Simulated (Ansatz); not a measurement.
A geometry relaxed with r2SCAN-D4/def2-SVP in Ansatz (a first-principles code), charge 0, multiplicity 2:

```xyz
9

H      1.2355    -1.0472    -0.3272
C      1.1619     0.0606    -0.3858
H     -1.9058     0.4388     0.8630
H      0.9325     0.2872    -1.4498
H      2.1484     0.4857    -0.1453
H     -1.1498    -1.0764     0.2732
N      0.1530     0.5667     0.4914
C     -1.1375     0.0320     0.1879
H     -1.4383     0.2527    -0.8594
```

Task: Write the SMILES of this molecule.

Result: `C[N]C`
